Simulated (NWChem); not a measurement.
System: CHFO$_{3}$Si; SMILES O=C1O[SiH](F)O1

NWChem printed, in part:

```
             Northwest Computational Chemistry Package (NWChem) 7.3.0
             --------------------------------------------------------

                             Geometry "geometry" -> ""
                             -------------------------

 Output coordinates in angstroms (scale by  1.889725989 to convert to a.u.)

  No.       Tag          Charge          X              Y              Z
 ---- ---------------- ---------- -------------- -------------- --------------
    1 O                    8.0000    -0.37658700     2.38819600     0.00000000
    2 C                    6.0000    -0.09968900     1.23224000     0.00000000
    3 O                    8.0000     0.10813800     0.39345000     1.10184300
    4 Si                  14.0000     0.43109500    -0.87424000     0.00000000
    5 F                    9.0000    -0.66356700    -2.05922800     0.00000000
    6 O                    8.0000     0.10813800     0.39345000    -1.10184300
    7 H                    1.0000     1.78223500    -1.47350200     0.00000000

 Effective nuclear repulsion energy (a.u.)     307.0852644706

                                 NWChem DFT Module
                                 -----------------

 Summary of "ao basis" -> "ao basis" (spherical)
 ------------------------------------------------------------------------------
       Tag                 Description            Shells   Functions and Types
 ---------------- ------------------------------  ------  ---------------------
 O                           6-31g*                  6       14   3s2p1d
 C                           6-31g*                  6       14   3s2p1d
 Si                          6-31g*                  8       18   4s3p1d
 F                           6-31g*                  6       14   3s2p1d
 H                           6-31g*                  2        2   2s

 in cosmo_initialize ...
 calling solv_data for solv:h2o

 solvent parameters
 solvname_short: h2o
 solvname_long:  water
 dielec:       78.4000
 dielecinf:     1.7769
 aqueous SMD model solvent descriptors
 dielec:       78.4000
 sola:          0.8200

          ---------------
          -cosmo- solvent
          ---------------
 Cosmo: York-Karplus, doi: 10.1021/jp992097l
 dielectric constant -eps-     =  78.40
 screen = (eps-1)/(eps    )    =   0.98724
 surface charge correction     = lagrangian

   van der Waals surface
 --------------------------

[...]

                                COSMO-SMD solvation results
                                ---------------------------

             internal energy in gas <Psi(g)|H|Psi(g)> =      -653.830462793241
         internal energy in solvent <Psi(s)|H|Psi(s)> =      -653.828187204086
                               delta internal energy  =         0.002275589155 (    1.43 kcal/mol)
   total free energy in solvent <Psi(s)|H+V/2|Psi(s)> =      -653.842726010085
 polarization energy contribution <Psi(s)|V/2|Psi(s)> =        -0.014538805998 (   -9.12 kcal/mol)
    total free energy in solvent including G(SMD-CDS) =      -653.836528544373
                       G(SMD-CDS) energy contribution =         0.006197465711 (    3.89 kcal/mol)
     1 M fixed-concentration free energy of solvation =        -0.006065751133 (   -3.81 kcal/mol)

                       DFT Final Molecular Orbital Analysis
                       ------------------------------------

 Vector   25  Occ=2.000000D+00  E=-3.692624D-01
              MO Center=  1.2D-01,  3.6D-01, -2.7D-08, r^2= 1.8D+00
   Bfn.  Coefficient  Atom+Function         Bfn.  Coefficient  Atom+Function
  ----- ------------  ---------------      ----- ------------  ---------------
    31      0.441209  3 O  px                77     -0.441209  6 O  px
    35      0.332749  3 O  px                81     -0.332749  6 O  px
    32      0.124992  3 O  py                78     -0.124992  6 O  py
    36      0.094388  3 O  py                82     -0.094388  6 O  py
    65      0.073727  5 F  pz                59     -0.051378  4 Si d  1

 Vector   26  Occ=2.000000D+00  E=-3.619428D-01
              MO Center= -5.7D-02,  1.2D+00,  2.6D-08, r^2= 2.9D+00
   Bfn.  Coefficient  Atom+Function         Bfn.  Coefficient  Atom+Function
  ----- ------------  ---------------      ----- ------------  ---------------
     3      0.447037  1 O  px                 7      0.311390  1 O  px
    31     -0.281404  3 O  px                77     -0.281404  6 O  px
    35     -0.205141  3 O  px                81     -0.205141  6 O  px
    90      0.146103  7 H  s                  4      0.125099  1 O  py
    17      0.122880  2 C  px                89      0.093540  7 H  s

 Vector   27  Occ=2.000000D+00  E=-3.387915D-01
              MO Center= -2.7D-01,  1.9D+00, -2.6D-09, r^2= 1.7D+00
   Bfn.  Coefficient  Atom+Function         Bfn.  Coefficient  Atom+Function
  ----- ------------  ---------------      ----- ------------  ---------------
     5      0.589148  1 O  pz                 9      0.392391  1 O  pz
    32     -0.175547  3 O  py                78      0.175547  6 O  py
    36     -0.127140  3 O  py                82      0.127140  6 O  py
    23      0.117786  2 C  pz                33      0.118246  3 O  pz
    79      0.118246  6 O  pz                34     -0.111328  3 O  s

 Vector   28  Occ=0.000000D+00  E=-6.925040D-03
              MO Center= -9.0D-02,  9.9D-01,  1.6D-08, r^2= 2.7D+00
   Bfn.  Coefficient  Atom+Function         Bfn.  Coefficient  Atom+Function
  ----- ------------  ---------------      ----- ------------  ---------------
    17      0.580626  2 C  px                21      0.492542  2 C  px
     7     -0.388302  1 O  px                 3     -0.364973  1 O  px
    66     -0.237824  5 F  s                 54     -0.235379  4 Si py
    52      0.223889  4 Si s                 53     -0.214576  4 Si px
    31     -0.159343  3 O  px                77     -0.159343  6 O  px

[...]
```

Level: B3LYP/6-31G* (spherical d), SMD on the gas-phase geometry. Coordinates come from a PBE-D3(BJ)/def2-SVP optimisation. B3LYP is NWChem's, with the RPA form of VWN correlation. Solvent: water.

**Question.** Which NWChem input produces such a log?

**Answer.** Several could match; the one computed here: the input that was run:
```
start job
memory heap 200 mb stack 900 mb global 1100 mb
geometry units angstroms noautosym nocenter noautoz
  O     -0.376587     2.388196     0.000000
  C     -0.099689     1.232240     0.000000
  O      0.108138     0.393450     1.101843
  Si     0.431095    -0.874240     0.000000
  F     -0.663567    -2.059228     0.000000
  O      0.108138     0.393450    -1.101843
  H      1.782235    -1.473502     0.000000
end
basis spherical
  O library 6-31g*
  C library 6-31g*
  Si library 6-31g*
  F library 6-31g*
  H library 6-31g*
end
dft
  xc b3lyp
  iterations 150
end
cosmo
  do_cosmo_smd true
  solvent water
end
task dft energy
```
